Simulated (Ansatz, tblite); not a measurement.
Cost and result up the ladder for the cluster Cs₃⁺ (the lowest singlet isomer of a short search) (3 atoms). Charge 1, multiplicity 1. Geometry: PBE0/def2-TZVP.

```csv
atom,x (Å),y (Å),z (Å)
Cs1,-0.9858,2.6681,1.0566
Cs2,1.9802,-0.0839,-2.2975
Cs3,-0.9944,-2.5842,1.2409
```

Ansatz on 2 threads of Arm Neoverse V1 on a shared host; xTB runs through tblite on one thread. Times are rough, summed over both states, and most runs start from the orbitals of an earlier one. ωB97M-V/def2-TZVP serves as the yardstick here, not as an exact answer. The other state is a triplet at its own geometry, which has other bonds, so the gap mixes isomer and spin.

In the def2 sets Cs takes a core potential; there is no spin–orbit coupling. The xTB rows come from tblite. Correlated methods freeze no core orbitals; core or outer-core shells of Cs are correlated, in sets that lack core-valence functions. The structure comes from a short search, and lower isomers may exist.

Run but left out: HF/def2-TZVP, HF/def2-TZVPP (singlet: restricted singlet, unstable towards broken spin symmetry).

Correlated methods converge slowly with the basis.

xTB has no spin-polarisation term.

```tsv
level	functions	wall time	triplet − singlet (eV)	difference from ωB97M-V/def2-TZVP (eV)	remarks
GFN1-xTB	12	0.002 s	2.13	1.42	–
GFN2-xTB	12	0.005 s	0.98	0.27	–
MP2/def2-TZVP	87	2.3 s	0.32	-0.39	restricted SCF unstable (singlet)
LDA (SPW92)/def2-TZVP (with forces)	87	4.7 s	0.53	-0.18	–
PBE/def2-TZVP	87	7.3 s	0.47	-0.24	–
revPBE/def2-TZVP	87	8.4 s	0.44	-0.27	–
RPA@PBE/def2-TZVP	87	11 s	0.42	-0.29	–
r2SCAN/def2-TZVP	87	14 s	0.23	-0.48	–
r2SCANh/def2-TZVP	87	15 s	0.24	-0.47	–
PBE0/def2-TZVP	87	17 s	0.41	-0.30	–
CCSD(T)/def2-TZVPP	108	32 s	0.41	-0.30	restricted SCF unstable (singlet)
ωB97M-V/def2-TZVP	87	39 s	0.71	0.00	–
ωB97X-V/def2-TZVP	87	43 s	0.46	-0.25	–
```
